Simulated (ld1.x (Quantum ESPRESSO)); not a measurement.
**Logarithmic derivatives: krypton (Kr), PAW**

ld1.x (Quantum ESPRESSO) 7.5 input, shortened:

```
&input
   title='Kr', zed=36., rel=1, dft='PBE', iswitch=3,
   config='[Ar] 3d10 4s2 4p6'
 /
 &inputp
   pseudotype=3, lpaw=.true., tm=.true., lloc=-1, rcloc=1.05,
   nlcc=.true., new_core_ps=.true., rcore=0.65,
   which_augfun='PSQ', rmatch_augfun_nc=.true.
 /
6
4S  1  0   2.00   0.00  1.10  1.40  0.0
4S  1  0   0.00   3.50  1.10  1.40  0.0
4P  2  1   6.00   0.00  1.15  1.25  0.0
4P  2  1   0.00  -0.40  1.15  1.25  0.0
3D  3  2  10.00   0.00  0.55  0.75  0.0
3D  3  2   0.00  -3.50  0.55  0.75  0.0
 &test
   configts(1)='3d10 4s2 4p6'
 /
```

The phase is arctan(r·u′/u) with u = r·R(r), unwrapped; energies in Ry, scanned from -8 to 5 Ry. A pole is an energy at which the radial function vanishes at the test radius. The pseudo phase is shifted by a multiple of π to meet the all-electron one at the reference energy, and phase errors are pseudo minus all-electron; the curves can meet again beyond the range given. Levels narrower than the energy grid can be missing from the lists of poles. Where the grid stepped over a known ghost or core level, its pole and its step of π were put in at the level’s energy. n/a: not evaluated, since a narrow level or a reset projector energy made the automatic matching unsafe.

**Question.** For each channel, where are the poles, and over which energies does the pseudopotential scatter like the atom?

**Answer.**

```csv
channel,radius (bohr),reference energy (Ry),"poles, all-electron","poles, pseudo",unbroken range about the reference energy with phases within 0.05 rad,phase error 1 Ry above the reference energy (rad)
s,1.54,-1.69,3.56,3.56,n/a,n/a
p,1.54,-0.68,none,-6.83,above -6.8,-0.000
d,1.54,-5.98,-5.86,-5.86,the whole range,+0.000
```

Note: ghost state, extra bound levels that the all-electron valence spectrum of the same l lacks: p at -93.0 eV. A true bound ghost makes a file unfit for plane-wave use.

Phases in the d channel:

```
E (Ry)  all-electron  pseudo
 -8.00         1.318   1.318
 -7.76         1.310   1.310
 -7.52         1.301   1.301
 -7.28         1.289   1.289
 -7.04         1.273   1.273
 -6.80         1.248   1.247
 -6.56         1.200   1.200
 -6.32         1.067   1.067
 -6.08        -0.405  -0.406
 -5.84        -1.587  -1.587
 -5.60        -1.707  -1.707
 -5.36        -1.753  -1.753
 -5.12        -1.778  -1.778
 -4.88        -1.796  -1.796
 -4.64        -1.811  -1.811
 -4.40        -1.823  -1.823
 -4.16        -1.834  -1.834
 -3.92        -1.845  -1.845
 -3.68        -1.855  -1.855
 -3.44        -1.866  -1.866
 -3.20        -1.877  -1.877
 -2.96        -1.888  -1.888
 -2.72        -1.899  -1.899
 -2.48        -1.912  -1.912
 -2.24        -1.925  -1.925
 -2.00        -1.939  -1.939
 -1.76        -1.955  -1.955
 -1.52        -1.972  -1.972
 -1.28        -1.991  -1.991
 -1.04        -2.011  -2.011
 -0.80        -2.035  -2.035
 -0.56        -2.061  -2.061
 -0.32        -2.091  -2.091
 -0.08        -2.125  -2.125
  0.16        -2.164  -2.164
  0.40        -2.210  -2.210
  0.64        -2.264  -2.265
  0.88        -2.329  -2.329
  1.12        -2.407  -2.408
  1.36        -2.501  -2.502
  1.60        -2.616  -2.617
  1.84        -2.753  -2.755
  2.08        -2.916  -2.918
  2.32        -3.100  -3.102
  2.56        -3.297  -3.299
  2.80        -3.491  -3.493
  3.04        -3.671  -3.672
  3.28        -3.827  -3.829
  3.52        -3.959  -3.960
  3.76        -4.068  -4.069
  4.00        -4.158  -4.159
  4.24        -4.233  -4.233
  4.48        -4.295  -4.295
  4.72        -4.347  -4.348
  4.96        -4.392  -4.392
```
